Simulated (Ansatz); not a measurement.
Isolated molecules relaxed with PBE0-D4/def2-TZVP in Ansatz; ΔE leaves out vibrations. CBS: MP2 limit from def2 TZ/QZ plus the TZ coupled-cluster correction, frozen cores. This one scheme is used for every species. DFT in def2-TZVPP. HSE06 is defined as in plane-wave codes. Triplets are unrestricted, without spin–orbit coupling. Each species was taken in one conformer, which may not be the lowest.

Consider the formal loss of a carbene: `CC[SiH2]CO` → `[CH2]` (triplet) + `CC[SiH2]O`.

```json
{"level": "LDA (SPW92)", "ΔE (eV)": "3.67"}
{"level": "PBE-D4", "ΔE (eV)": "3.01"}
{"level": "r2SCAN", "ΔE (eV)": "2.56"}
{"level": "HSE06", "ΔE (eV)": "2.79"}
{"level": "CAM-B3LYP", "ΔE (eV)": "2.70"}
{"level": "LC-ωPBE", "ΔE (eV)": "2.71"}
{"level": "CCSD/def2-SVP", "ΔE (eV)": "2.66"}
{"level": "MP2/def2-QZVPP", "ΔE (eV)": "2.78"}
```

Problem. What does CCSD(T)/CBS give? (An estimate is asked.)

Solution. Ansatz gave: +2.77 eV. The listed levels differ from it by 0.90, 0.24, -0.21, 0.02, -0.07, -0.06, -0.11, 0.01 eV.

Largest T1 diagnostic among the species: 0.011.

From r2SCAN to r2SCAN0 (25 % exact exchange), in def2-TZVPP and without D4, ΔE moves by −0.08 eV. In def2-TZVPP, CCSD(T) changes the Hartree–Fock value by +1.53 eV (the triples alone add +0.14 eV) and MP2 by +1.57 eV.

CCSD(T)/CBS has its own doubt, a few kJ/mol and more with outer-core shells, so smaller differences from it don't rank the levels.
